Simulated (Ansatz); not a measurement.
Reaction (ligand exchange at the Si–C bond): `C[Si]O` + CH₃SH → `CS[Si]O` + CH₄

Calculated with Ansatz (gas phase, PBE0-D4/def2-TZVP geometries, no zero-point term in ΔE). CCSD(T)/CBS is extrapolated from def2-TZVPP and def2-QZVPP, frozen cores. Functionals use def2-TZVPP. B3LYP here is the variant with VWN-RPA as its local correlation; programs differ in this. One conformer a species, not always the lowest.

`C[Si]O`:

Z-matrix (Å, degrees):
```
C
Si 1 1.905
H 1 1.093 2 112.5
H 1 1.098 2 110.4 3 120.8
H 1 1.098 2 110.4 3 -120.7
O 2 1.656 1 100.5 3 -179.8
H 6 0.962 2 119.1 1 -0.0
```

CH₃SH:

Z-matrix (Å, degrees):
```
C
S 1 1.806
H 1 1.089 2 111.5
H 1 1.089 2 111.5 3 -123.8
H 1 1.090 2 106.2 3 118.1
H 2 1.342 1 97.1 3 61.9
```

`CS[Si]O`:

```xyz
8

C    -0.023   -1.541    0.167
S     0.767    0.087    0.289
Si   -0.821    1.314   -0.470
O    -0.139    2.812   -0.374
H    -0.074   -1.988    1.158
H     0.569   -2.176   -0.490
H    -1.033   -1.447   -0.238
H     0.754    2.939   -0.041
```

CH₄:

Cartesian coordinates in Å:
```
C 0.000 0.000 0.000
H -0.992 0.270 0.360
H 0.540 0.902 -0.288
H -0.093 -0.659 -0.863
H 0.546 -0.513 0.791
```

```
             level  ΔE (kJ/mol)
          B3LYP-D4       -127.7
           ωB97X-V       -119.8
           ωB97M-V       -121.7
            r2SCAN       -131.8
             B3LYP       -123.0
   CCSD/def2-TZVPP       -115.6
    MP2/def2-QZVPP       -129.6
CCSD(T)/def2-QZVPP       -122.1
```

Q: What does CCSD(T)/CBS give? (Estimate.)

A: Computed: -124.3 kJ/mol. The listed levels differ from it by -3.4, 4.5, 2.6, -7.5, 1.3, 8.7, -5.3, 2.2 kJ/mol.

Largest T1 diagnostic among the species: 0.014.

In def2-TZVPP, CCSD(T) changes the Hartree–Fock value by −5.8 kJ/mol (the triples alone add −4.2 kJ/mol) and MP2 by −13.8 kJ/mol. The D4 term adds −4.7 kJ/mol with B3LYP and −2.5 kJ/mol with PBE0; it sums over pairs of atoms, weighted by their polarisabilities, and B3LYP, whose exchange is more repulsive, gets the larger term.
